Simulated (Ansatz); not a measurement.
Born–Oppenheimer molecular dynamics of C3H2Na (6 atoms, charge 1, multiplicity 1). It starts from a relaxed structure.

Computed with RKS PBE0/cc-pVDZ in Ansatz 0.2.0.

```json
{
 "ensemble": "NVT, Langevin thermostat",
 "time step": "0.25 fs",
 "steps asked": "150",
 "set temperature": "300 K",
 "friction": "0.001 /fs",
 "temperature schedule": "37 steps to 300 K, then 113 steps to 10 K",
 "seed": "600382"
}
```

First frame:

```xyz
6
Properties=species:S:1:pos:R:3
C 0.232 1.218 0.398
C -0.007 -0.031 -0.010
C -0.233 -1.220 -0.399
Na -0.658 -3.461 -1.132
H 0.801 1.415 1.315
H -0.136 2.079 -0.173
```

Q: What does the run give?

A: The run went to its last step.

```json
{
  "steps done": "150",
  "time covered": "37.5 fs",
  "mean temperature over the second half": "137 K",
  "spread of the potential energy over the second half": "3.6 meV per atom",
  "mean potential energy of the second half above the start": "14.1 meV per atom"
}
```

The schedule's set-point averaged 106 K over the second half and the system 137 K, so it lags behind the ramp. A run of 0.037 ps of so small a system gives no equilibrium averages. Limits of this set-up: the dipole of an ion depends on the origin.

Q: What happens to the structure?

A: The same pairs are bonded in the first frame and the last. Pairs count as bonded within 1.25 times the sum of covalent radii (0.12 Å more for H–H). The details hang on the random start.

Q: How do temperature and energy run in time?

A: 
```tsv
time (fs)	T (K)	potential energy less start (eV)
0.0	250	0.000
3.0	140	0.096
6.0	178	0.069
9.0	175	0.066
12.0	133	0.095
15.0	198	0.029
18.0	97	0.108
21.0	164	0.060
24.0	144	0.082
27.0	100	0.114
30.0	157	0.070
33.0	121	0.098
36.0	163	0.068
```

The run took 4.4 min on 1 thread of Arm Neoverse V1, with other jobs on the host, peak memory 0.11 GiB.
